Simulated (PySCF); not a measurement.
Bonding in `O=CC([SiH3])([SiH3])[SiH2]C1CC1`

Species: C5H14OSi3.
SMILES with atom numbers: `[O:1]=[CH:2][C:3]([SiH3:4])([SiH3:5])[SiH2:6][CH:7]1[CH2:8][CH2:9]1` (hydrogens: H10 on C2; H11, H12, H13 on Si4; H14, H15, H16 on Si5; H17, H18 on Si6; H19 on C7; H20, H21 on C8; H22, H23 on C9)

Structure used (GFN2-xTB), in Å, numbered top down from 1:
```
atom  x, y, z in Å
O1    -0.7433   -0.5415    2.3276
C2    -1.5599   -0.3008    1.4642
C3    -1.2163    0.4159    0.2470
Si4   -1.6278   -0.6919   -1.2533
Si5   -2.2496    2.0193    0.2008
Si6    0.6597    0.7700    0.4710
C7     1.6703   -0.8107    0.4171
C8     3.1437   -0.7053    0.1454
C9     2.2422   -1.2841   -0.8908
H10   -2.6114   -0.6267    1.5880
H11   -0.8952   -1.9553   -1.1692
H12   -3.0656   -0.9816   -1.2665
H13   -1.2579    0.0279   -2.4710
H14   -3.6762    1.6854    0.2574
H15   -1.9525    2.7282   -1.0419
H16   -1.9115    2.8582    1.3505
H17    0.8994    1.5464    1.6882
H18    1.0570    1.6043   -0.6815
H19    1.3843   -1.5913    1.1100
H20    3.8138   -1.3672    0.6736
H21    3.5561    0.2767   -0.0298
H22    2.0458   -0.7010   -1.7783
H23    2.2898   -2.3479   -1.0752
```

Bond orders from the PBE0/pcSseg-1 density (PySCF). One conformer (not necessarily the lowest) at the GFN2-xTB geometry, without solvent, vibrations or thermal averaging.

Problem. Where do the orders between heavy atoms depart from those drawn in the SMILES?

Solution. The largest departure is 0.234, at C3–Si6 (drawn single, 0.766). Drawn single, order below 0.88: C3–Si4 (0.818), C3–Si5 (0.826), C3–Si6 (0.766) and Si6–C7 (0.870).

Problem. Give the Mayer order of every bond between heavy atoms, beside its length.

Solution. 
```tsv
bond	drawn as	length (Å)	Mayer order
O1–C2	double	1.213	1.920
C2–C3	single	1.454	0.987
C3–Si4	single	1.910	0.818
C3–Si5	single	1.908	0.826
C3–Si6	single	1.922	0.766
Si6–C7	single	1.877	0.870
C7–C8	single	1.502	0.957
C8–C9	single	1.490	0.978
C9–C7	single	1.504	0.952
```

By pair of heavy elements: C–C: lowest C9–C7 (0.952, 1.504 Å), highest C2–C3 (0.987, 1.454 Å). C–Si: lowest C3–Si6 (0.766, 1.922 Å), highest Si6–C7 (0.870, 1.877 Å).

Problem. And the bonds to hydrogen?

Solution. C–H: 0.94 to 0.96 (6 bonds); H–Si: 0.95 to 0.96 (8 bonds).

Problem. Sum the orders of all bonds at each heavy atom with more than one neighbour and set the sums beside the valence in the SMILES.

Solution. C2 3.850 (drawn 4), C3 3.397 (drawn 4), Si4 3.671 (drawn 4), Si5 3.673 (drawn 4), Si6 3.557 (drawn 4), C7 3.722 (drawn 4), C8 3.848 (drawn 4), C9 3.838 (drawn 4). Orders between atoms that aren't bonded are not in these sums.

Mayer orders depend on the basis set.
